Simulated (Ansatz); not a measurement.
Consider the formal loss of a carbene: `NCC[SiH2]N` → `[CH2]` (triplet) + `NC[SiH2]N`.

Computed with Ansatz on PBE0-D4/def2-TZVP structures; ΔE is electronic, products minus reactants. CCSD(T)/CBS adds triple-zeta CCSD(T) − MP2 to the extrapolated MP2 energy (def2 sets, frozen cores). This one scheme is used for every species. Functionals use def2-TZVPP. Triplets are unrestricted, without spin–orbit coupling. One conformer a species, not always the lowest.

```
          species  PBE-D4 energy (Eh)
     `NCC[SiH2]N`          -480.94559
`[CH2]` (triplet)           -39.10563
      `NC[SiH2]N`          -441.66959
```

Task: Work out ΔE.

Result: ΔE = (-39.10563) + (-441.66959) − (-480.94559) = 0.17037 Eh = +447.3 kJ/mol. CCSD(T)/CBS gives +444.1 kJ/mol.

Largest T1 diagnostic among the species: 0.011.

The D4 term adds +8.9 kJ/mol with B3LYP and +5.0 kJ/mol with PBE0; it sums over pairs of atoms, weighted by their polarisabilities, and B3LYP, whose exchange is more repulsive, gets the larger term. From PBE to PBE0 (25 % exact exchange), in def2-TZVPP and without D4, ΔE moves by −6.7 kJ/mol.

B3LYP here is the variant with VWN-RPA as its local correlation; programs differ in this.
